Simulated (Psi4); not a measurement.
Two geometries of SMILES O=C(O)[SiH2][GeH3] (CH6GeO2Si), relaxed at B3LYP-D3(BJ)/def2-SVP with one dihedral held; other torsions can differ between them too.

Structure A

```
11

O      2.3494    -0.2114    -1.2165
C      1.5943     0.0156    -0.3172
O      1.6852     1.1804     0.4354
Si     0.0481    -1.0397     0.1682
Ge    -1.8575     0.4014     0.0364
H      2.2020     1.0287     1.2410
H      0.2483    -1.4761     1.5827
H     -0.0490    -2.2321    -0.7165
H     -1.8578     1.1454    -1.3135
H     -1.8013     1.4337     1.1789
H     -3.1663    -0.4076     0.1579
```

Structure B

```
11

O      2.6072    -0.3793    -0.7544
C      1.5958     0.0702    -0.2902
O      1.5176     1.3439     0.2239
Si     0.0246    -0.9683     0.1517
Ge    -1.9183     0.4244     0.1354
H      2.2603     1.4937     0.8321
H      0.3153    -1.4419     1.5371
H     -0.0720    -2.1391    -0.7616
H     -2.0003     1.1952    -1.1975
H     -1.8417     1.4373     1.2942
H     -3.2041    -0.4152     0.2966
```

**Question.** Which is lower in energy at the level B3LYP-D3(BJ)/def2-TZVP // B3LYP-D3(BJ)/def2-SVP (Psi4), and by how much?

**Answer.** B is lower, by 3.81 kcal/mol (dihedral Si4–C2–O3–H6: 90° in A, 120° in B).

E(B) − E(A) in kcal/mol at the other levels, on the same two geometries: B3LYP/def2-TZVP // B3LYP-D3(BJ)/def2-SVP (Psi4) -3.89; PBE/def2-TZVP // B3LYP-D3(BJ)/def2-SVP (Psi4) -4.04; PBE-D3(BJ)/def2-TZVP // B3LYP-D3(BJ)/def2-SVP (Psi4) -3.99.
